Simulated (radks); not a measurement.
Cs II, 54 electrons, occupied as [Xe].

Method: non-relativistic Kohn-Sham, BLYP, spin-polarised, spherical densities, point nucleus; relativity is left out, which matters for an element this heavy; computed with a radial shooting solver on a logarithmic mesh with Libxc functionals.

Energy parts (hartree):
total: -7556.5648
kinetic: 7554.2342
electron-nucleus: -17902.3225
Hartree: 2978.2607
exchange-correlation: -186.7373

Orbitals (lengths in bohr, moments of r in powers of bohr; <r^-3> diverges for s and p1/2):
| orbital | occ. | eigenvalue (hartree) | <r^-3> | <r^2> |
|---|---|---|---|---|
| 1s | 2 | -1258.374 | - | 0.001021 |
| 2s | 2 | -192.3420 | - | 0.01653 |
| 2p | 6 | -181.2746 | 5512 | 0.01238 |
| 3s | 2 | -40.07251 | - | 0.1119 |
| 3p | 6 | -35.36284 | 1051 | 0.1065 |
| 3d | 10 | -26.59545 | 172.7 | 0.08854 |
| 4s | 2 | -7.65194 | - | 0.5924 |
| 4p | 6 | -5.95651 | 214.7 | 0.6435 |
| 4d | 10 | -3.02578 | 28.08 | 0.8047 |
| 5s | 2 | -1.08949 | - | 3.692 |
| 5p | 6 | -0.67766 | 26.11 | 5.001 |

The highest occupied level is 5p at -18.440 eV. For comparison, the ionisation energy in NIST's Atomic Spectra Database is 23.157 eV (measured). In exact Kohn-Sham theory the highest level is minus the ionisation energy, but local and semilocal functionals leave it too shallow, through self-interaction and a potential that decays too fast; potentials with the right tail come closer. Virial ratio -V/T = 2.00031.
